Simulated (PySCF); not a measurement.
## SbBr₂, doublet: structure and spectrum

Method: UPBE0/[Sb def2-SVP with ECP28, Br def2-SVP], scalar-relativistic core potentials, density fitting, no spin–orbit coupling, PySCF.

The structure is a minimum.

```xyz
3
charge 0 multiplicity 2, angstrom
Sb    0.0000    0.0000   -0.9151
Br    1.9284    0.0000    0.7010
Br   -1.9284    0.0000    0.7010
```

* Point group: C2v
* Bond lengths: Sb–Br 2.516 Å (×2)
* Bond angles: Br–Sb–Br 100.1°
* Rotational symmetry number: 2
* Atomisation energy without zero-point energy: 534 kJ/mol
* Zero-point energy: 3.6 kJ/mol
* Principal polarisabilities: 40.4, 66.1, 93.2 bohr³
* Principal quadrupole moments (Buckingham, traceless) about the centre of mass: -4.04, -0.46, 4.50 D Å
* Lowest empty level (β): -3.41 eV
* Enthalpy at 298.15 K above 0 K: 14.43 kJ/mol
* Highest occupied level (α): -6.26 eV
* Rotational constants: 0.09428, 0.02872, 0.02201 cm⁻¹
* Entropy at 298.15 K and 1 bar (electronic part: spin only): 333.3 J/(mol K)
* Spin squared ⟨S²⟩: 0.753
* Dipole moment: 2.43 D
* Heat capacity Cp at 298.15 K: 56.1 J/(mol K)

Harmonic modes (masses in u: Sb 120.904, Br 78.918):
```tsv
symmetry	ω (cm⁻¹)	IR (km/mol)	type
a1	82	0.6	bend
b2	257	44.1	stretch
a1	261	14.6	stretch
```

In C2v the vibrations span 2a1 + b2. Here b1 is antisymmetric to the molecular plane and b2 lies in it.

Charges (e):
```json
{"atom": "Sb1", "Mulliken": "0.53", "Löwdin": "0.27", "polar tensor": "0.96", "spin (Mulliken)": "0.91", "Mayer order to Sb1": "–"}
{"atom": "Br2,3", "Mulliken": "-0.26", "Löwdin": "-0.14", "polar tensor": "-0.48", "spin (Mulliken)": "0.04", "Mayer order to Sb1": "1.06"}
```

Mulliken populations on Sb1 (electrons outside its core potential): s 3.90, p 8.42, d 10.15.

Only a few start shapes were tried, so a lower isomer may exist. No spin–orbit coupling is included, which matters more the heavier the element.

The final relaxation and frequency run took about 2.1 core-minutes on a shared host.
